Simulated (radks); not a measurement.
Values are calculated unless marked as measured or tabulated.
Nd V, configuration [Kr] 4d9 4f3 5s2 5p6 (not the ground configuration).

Level of theory: scalar-relativistic Kohn-Sham, PBE, spin-polarised, spherical densities, finite nucleus; open shells are filled with parallel spins first (spin-orbit coupling, left out, can overturn this in heavy ions); Fermi nuclear charge, rms radius 4.9123 fm (a radial shooting solver on a logarithmic mesh with Libxc functionals).

Energy parts (hartree):
total: -9616.3450
kinetic: 10234.5054
electron-nucleus: -23246.7510
Hartree: 3616.1024
exchange-correlation: -220.2018

Orbitals (lengths in bohr, moments of r in powers of bohr; r(max) is where P^2 peaks):
orbital	occ.	eigenvalue (hartree)	r(max)	<r^2>
1s up	1	-1596.941	0.01510	0.0007600
1s down	1	-1596.941	0.01510	0.0007600
2s up	1	-260.1025	0.08550	0.01203
2s down	1	-260.0833	0.08550	0.01203
2p up	3	-232.7539	0.06893	0.009624
2p down	3	-232.7389	0.06892	0.009623
3s up	1	-58.08416	0.2437	0.08103
3s down	1	-58.03722	0.2437	0.08094
3p up	3	-49.45899	0.2387	0.08107
3p down	3	-49.41109	0.2386	0.08096
3d up	5	-37.49554	0.1960	0.06877
3d down	5	-37.45052	0.1960	0.06865
4s up	1	-13.18910	0.5639	0.4114
4s down	1	-13.03999	0.5637	0.4115
4p up	3	-10.34454	0.5879	0.4624
4p down	3	-10.19636	0.5877	0.4629
4d up	5	-6.29374	0.6142	0.5584
4d down	4	-6.14873	0.6139	0.5612
5s up	1	-3.09582	1.275	2.150
5s down	1	-3.03612	1.285	2.194
5p up	3	-2.33187	1.416	2.746
5p down	3	-2.28817	1.429	2.809
4f up	3	-1.93364	0.6314	0.9590
4f down	0	-1.80942	0.6332	1.013

The highest occupied level is 4f up at -52.617 eV. The electron density at the nucleus is 4.725e+05 e/bohr^3 (large components only). Spin moment in Bohr magnetons: 4.
